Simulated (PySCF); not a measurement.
Breaking a bond: SiH (cation, charge +1), singlet. Each curve is given relative to its own lowest point near equilibrium.

```tsv
R / Å	A	B	C	D
1.20	35.1	33.1	31.8	31.9
1.30	15.3	13.6	12.9	12.9
1.37	7.0	5.9	5.4	5.4
1.44	2.3	1.6	1.4	1.4
1.48	0.8	0.4	0.3	0.3
1.52	0.0	0.0	0.0	0.0
1.58	0.0	0.5	0.6	0.6
1.62	0.6	1.5	1.6	1.6
1.68	2.3	3.8	3.8	3.8
1.76	5.6	8.2	7.8	7.8
1.88	12.0	16.2	14.9	14.9
2.04	21.9	30.3	25.4	25.4
2.29	38.1	—	40.7	41.3
2.48	49.7	—	50.2	51.5
2.72	62.4	—	59.1	61.2
3.01	74.8	—	65.5	68.0
3.31	84.4	—	68.7	70.7
3.71	93.2	—	69.9	71.8
4.13	—	—	69.8	72.0
4.60	—	—	69.1	72.1
5.35	—	—	68.1	72.2
6.02	—	—	67.5	72.2
```

Energies in kcal/mol.

Task: Assign the columns to these levels of theory: CCSD(T) on RHF/cc-pVDZ, 5 core orbitals frozen run with PySCF; PySCF with restricted PBE/cc-pVDZ; CCSD(T) on UHF/cc-pVDZ, 5 core orbitals frozen (PySCF 2.14.0); PySCF 2.14.0 with MP2 on UHF/cc-pVDZ, 5 core orbitals frozen.

Result: A is RKS-PBE; B is UMP2; C is RCCSD(T); D is UCCSD(T).

Dashes: no converged value, or the column stops at the first point that the program doubted or that broke a chosen test of continuity, which isn't proof of a fault.

The unrestricted determinant behind UMP2, UCCSD(T) is spin-contaminated at 1.20 to 1.58, 2.04 to 6.02 Å (<S²> up to 1.0, against 0.00 for a pure singlet). The T1 diagnostic of CCSD on the restricted reference of RCCSD(T) exceeds 0.045 at 3.31 to 6.02 Å. The restricted form behind RKS-PBE keeps the bonding electrons paired and can't separate into open-shell fragments.
